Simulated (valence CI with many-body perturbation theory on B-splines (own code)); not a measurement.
## Pb⁶⁸⁺: electric-dipole lines

Calculated by relativistic CI+MBPT: four valence electrons over a frozen Dirac-Fock core [Ne], radial functions for each j: 11 s, 11 p, 10 d, 8 f, 5 g, 2 h, with the one-electron correlation potential Σ1 (screened to all orders), the two-electron term Σ2, the three-electron term Σ3, Breit, model QED; selected single and double excitations, second order for the rest, scaled by the run's own slope (own B-spline code, finite nucleus).

The last digits are not significant, and no measured levels were compared; by estimate large intervals hold to a few tenths of a per cent, small ones and those within an open d or f shell to about a per cent. Among the levels kept, up to 570 cm⁻¹ of a level comes from second order outside the variational space, and about a tenth of that is noise between levels of different J, which matters for small intervals.

Lines 1 to 50 of 545 in falling wavelength, among levels below 20512 × 10³ cm⁻¹, chosen from the strongest by gf and those to the six lowest levels. Wavelengths and rates use the calculated energies. Electric multipoles are in the length gauge, E1 and E2 with the static RPA response of the core. Weak lines are less certain than strong ones. Lines between different terms over intervals too small for the method are left out, as are lines whose strength nearly cancels. The highest levels of a list are the least certain.

Levels are named by their leading jj configuration (3d3/2^4 stands for four electrons in 3d with j = 3/2), which in mixed levels can hold well under half, so a name can repeat and another be missing. Letters in brackets count levels of one name in rising energy.

```csv
λ vac (Å),Upper,Lower,A (s⁻¹),S (a.u.) with core polarisation,S without
75.77,(3s 3p1/2 3d3/2 3d5/2) J=5,(3s^2 3d3/2 3d5/2) J=4,1.79e+10,4.22e-02,4.28e-02
75.19,(3p1/2 3p3/2^2 3d3/2) J=4,(3s 3p3/2^2 3d3/2) J=3 [b],1.01e+10,1.91e-02,1.94e-02
74.47,(3s 3p1/2 3p3/2 3d3/2) J=4,(3s^2 3p3/2 3d3/2) J=3,1.34e+10,2.46e-02,2.50e-02
66.25,(3p1/2^2 3d3/2 3d5/2) J=4,(3s 3p1/2 3d3/2 3d5/2) J=3 [d],2.65e+10,3.43e-02,3.48e-02
66.25,(3s 3p1/2 3d3/2 3d5/2) J=3 [c],(3s^2 3d3/2 3d5/2) J=2,1.62e+10,1.63e-02,1.65e-02
65.89,(3s 3p1/2 3d5/2^2) J=5,(3s^2 3d5/2^2) J=4,3.75e+10,5.82e-02,5.90e-02
65.25,(3s 3p1/2^2 3p3/2) J=2,(3s^2 3p1/2 3p3/2) J=2,1.69e+10,1.16e-02,1.18e-02
65.21,(3s 3p1/2 3p3/2 3d5/2) J=5,(3s^2 3p3/2 3d5/2) J=4,2.83e+10,4.25e-02,4.31e-02
64.64,(3s 3p1/2 3p3/2^2) J=3,(3s^2 3p3/2^2) J=2,1.98e+10,1.84e-02,1.87e-02
64.60,(3s 3p1/2 3d5/2^2) J=3 [a],(3s^2 3d5/2^2) J=2,3.32e+10,3.09e-02,3.13e-02
63.55,(3s 3p1/2 3p3/2 3d5/2) J=4 [c],(3s^2 3p3/2 3d5/2) J=3,1.82e+10,2.07e-02,2.10e-02
63.43,(3s 3p1/2 3d3/2 3d5/2) J=4 [c],(3s^2 3d3/2 3d5/2) J=4,1.82e+10,2.07e-02,2.10e-02
62.82,(3s 3p1/2 3d5/2^2) J=1 [b],(3s^2 3d5/2^2) J=0,3.67e+10,1.35e-02,1.36e-02
62.71,(3p1/2^2 3p3/2 3d5/2) J=4,(3s 3p1/2 3p3/2 3d5/2) J=3 [c],2.24e+10,2.46e-02,2.49e-02
62.60,(3s 3p1/2^2 3d5/2) J=3,(3s^2 3p1/2 3d5/2) J=3,2.33e+10,1.97e-02,2.00e-02
62.32,(3s 3p1/2 3p3/2 3d5/2) J=3 [b],(3s^2 3p3/2 3d5/2) J=2,2.40e+10,2.00e-02,2.03e-02
62.01,(3s 3p1/2^2 3d5/2) J=3,(3s^2 3p1/2 3d5/2) J=2,3.77e+10,3.10e-02,3.14e-02
61.98,(3s 3p1/2 3p3/2 3d3/2) J=3 [c],(3s^2 3p3/2 3d3/2) J=3,2.71e+10,2.23e-02,2.26e-02
61.88,(3p1/2^2 3d3/2 3d5/2) J=4,(3s 3p1/2 3d3/2 3d5/2) J=4 [c],2.11e+10,2.22e-02,2.25e-02
61.87,(3s 3p1/2^2 3p3/2) J=2,(3s^2 3p1/2 3p3/2) J=1,2.10e+10,1.23e-02,1.25e-02
61.10,(3p1/2^2 3d3/2 3d5/2) J=2,(3s 3p1/2 3d3/2 3d5/2) J=3 [c],2.69e+10,1.51e-02,1.54e-02
61.02,(3s 3p1/2 3d5/2^2) J=2 [b],(3s^2 3d5/2^2) J=2,3.66e+10,2.05e-02,2.08e-02
60.70,(3p1/2^2 3p3/2 3d3/2) J=3,(3s 3p1/2 3p3/2 3d3/2) J=3 [c],3.05e+10,2.36e-02,2.39e-02
60.36,(3s 3p1/2^2 3d3/2) J=1,(3s^2 3p1/2 3d3/2) J=2,4.72e+10,1.54e-02,1.56e-02
60.21,(3s 3p1/2 3d5/2^2) J=4 [b],(3s^2 3d5/2^2) J=4,2.98e+10,2.89e-02,2.93e-02
60.20,(3p1/2^2 3p3/2 3d5/2) J=3,(3s 3p1/2 3p3/2 3d5/2) J=2 [c],2.85e+10,2.15e-02,2.18e-02
60.01,(3p1/2^2 3p3/2 3d5/2) J=3,(3s 3p1/2 3p3/2 3d5/2) J=3 [d],2.11e+10,1.57e-02,1.59e-02
59.74,(3s 3p1/2 3p3/2 3d5/2) J=2 [b],(3s^2 3p3/2 3d5/2) J=2,2.41e+10,1.27e-02,1.28e-02
59.46,(3p1/2^2 3d5/2^2) J=4,(3s 3p1/2 3d5/2^2) J=3 [b],6.30e+10,5.88e-02,5.96e-02
59.42,(3s 3p1/2 3d3/2 3d5/2) J=3 [d],(3s^2 3d3/2 3d5/2) J=4,3.21e+10,2.33e-02,2.36e-02
59.04,(3s 3p1/2 3d5/2^2) J=3 [b],(3s^2 3d5/2^2) J=4,3.79e+10,2.70e-02,2.73e-02
58.95,(3p1/2^2 3p3/2 3d5/2) J=4,(3s 3p1/2 3p3/2 3d5/2) J=4 [b],1.40e+10,1.28e-02,1.30e-02
58.94,(3p1/2 3p3/2^2 3d3/2) J=4,(3s 3p3/2^2 3d3/2) J=4,2.44e+10,2.22e-02,2.25e-02
58.46,(3p1/2 3p3/2^2 3d3/2) J=3 [a],(3s 3p3/2^2 3d3/2) J=2 [a],1.82e+10,1.26e-02,1.28e-02
58.32,(3p1/2^2 3d5/2^2) J=4,(3s 3p1/2 3d5/2^2) J=4 [b],5.18e+10,4.56e-02,4.62e-02
58.25,(3p1/2^2 3p3/2 3d5/2) J=2,(3s 3p1/2 3p3/2 3d5/2) J=2 [b],3.14e+10,1.53e-02,1.55e-02
58.14,(3s 3p1/2 3p3/2 3d5/2) J=3 [d],(3s^2 3p3/2 3d5/2) J=3,3.07e+10,2.08e-02,2.11e-02
58.05,(3p1/2^2 3d5/2^2) J=2,(3s 3p1/2 3d5/2^2) J=1 [a],4.32e+10,2.09e-02,2.11e-02
57.93,(3s 3p1/2^2 3d3/2) J=2,(3s^2 3p1/2 3d3/2) J=2,3.69e+10,1.77e-02,1.79e-02
57.92,(3p1/2 3p3/2^2 3d3/2) J=3 [a],(3s 3p3/2^2 3d3/2) J=3 [a],2.76e+10,1.85e-02,1.88e-02
57.91,(3s 3p1/2^2 3d5/2) J=2,(3s^2 3p1/2 3d5/2) J=3,5.22e+10,2.50e-02,2.54e-02
57.58,(3p1/2^2 3d3/2 3d5/2) J=3,(3s 3p1/2 3d3/2 3d5/2) J=3 [b],5.31e+10,3.50e-02,3.55e-02
57.53,(3p1/2^2 3d5/2^2) J=2,(3s 3p1/2 3d5/2^2) J=2 [b],7.00e+10,3.29e-02,3.34e-02
56.52,(3p1/2^2 3d3/2^2) J=2,(3s 3p1/2 3d3/2^2) J=3,5.48e+10,2.44e-02,2.48e-02
56.38,(3s 3p1/2^2 3p3/2) J=1,(3s^2 3p1/2 3p3/2) J=2,5.70e+10,1.51e-02,1.53e-02
56.36,(3s 3p1/2 3p3/2^2) J=2 [b],(3s^2 3p3/2^2) J=2,3.42e+10,1.51e-02,1.53e-02
56.28,(3p1/2^2 3d3/2 3d5/2) J=2,(3s 3p1/2 3d3/2 3d5/2) J=2 [b],4.45e+10,1.96e-02,1.99e-02
56.08,(3p1/2^2 3d5/2^2) J=0,(3s 3p1/2 3d5/2^2) J=1 [b],2.33e+11,2.03e-02,2.06e-02
56.02,(3p1/2^2 3p3/2 3d5/2) J=1,(3s 3p1/2 3p3/2 3d5/2) J=1 [c],6.07e+10,1.58e-02,1.60e-02
55.99,(3p1/2^2 3p3/2 3d5/2) J=2,(3s 3p1/2 3p3/2 3d5/2) J=3 [b],3.33e+10,1.44e-02,1.46e-02
```
